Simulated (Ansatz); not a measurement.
Geometry optimisation, Ansatz, RKS revPBE-D4/def2-SVP.

input.yaml

```yaml
crystal:
  periodic: [false, false, false]
  atoms:
    - { symbol: Ge, position_ang: [0.055, 1.3726, 0.1696] }
    - { symbol: C, position_ang: [-0.6455, -0.418, 0.0191] }
    - { symbol: C, position_ang: [0.3401, -1.4191, -0.3718] }
    - { symbol: O, position_ang: [0.0423, -1.2322, 0.9764] }
    - { symbol: H, position_ang: [-0.2167, 2.1368, -1.2102] }
    - { symbol: H, position_ang: [-0.7726, 2.1692, 1.2762] }
    - { symbol: H, position_ang: [1.5456, 1.4199, 0.5033] }
    - { symbol: H, position_ang: [-1.672, -0.6536, -0.1416] }
    - { symbol: H, position_ang: [1.4189, -1.0532, -0.4704] }
    - { symbol: H, position_ang: [-0.0121, -2.3737, -0.7476] }
basis:
  gaussian: { orbitals: def2-SVP }
hamiltonian:
  xc: revpbe
  dispersion: d4
relax:
  f_tol: 0.015
  max_steps: 40
output:
  orbitals: {}
```

Run as:

```bash
$ ansatz run input.yaml --threads 2 --pin off --max-ram 3072MiB --backend cpu --events-out ev --progress --plain --runs-dir out
```

**Question.** Where does it end, and by what steps?

**Answer.** It converged. After 8 steps the energy has fallen by 0.422 eV; H9 moved furthest, 0.20 Å.

| step | energy less start (eV) | largest force component (eV/Å) | accepted |
| --- | --- | --- | --- |
| 0 | 0.0000 | 2.357 | yes |
| 1 | -0.3870 | 0.535 | yes |
| 2 | -0.4164 | 0.156 | yes |
| 3 | -0.4196 | 0.083 | yes |
| 4 | -0.4194 | 0.129 | no |
| 5 | -0.4211 | 0.022 | yes |
| 6 | -0.4216 | 0.033 | yes |
| 7 | -0.4218 | 0.026 | yes |
| 8 | -0.4219 | 0.011 | yes |

```xyz
10
Properties=species:S:1:pos:R:3
Ge 0.006 1.479 0.149
C -0.576 -0.405 0.005
C 0.392 -1.492 -0.279
O -0.084 -1.274 1.051
H -0.342 2.256 -1.151
H -0.709 2.148 1.354
H 1.541 1.488 0.379
H -1.635 -0.585 -0.275
H 1.457 -1.249 -0.460
H 0.034 -2.418 -0.770
```

Whether the end is a true minimum wasn't checked by a vibrational analysis.

Time of the run: 18 s on 2 threads of Arm Neoverse V1, on a shared host, peak memory 0.15 GiB.
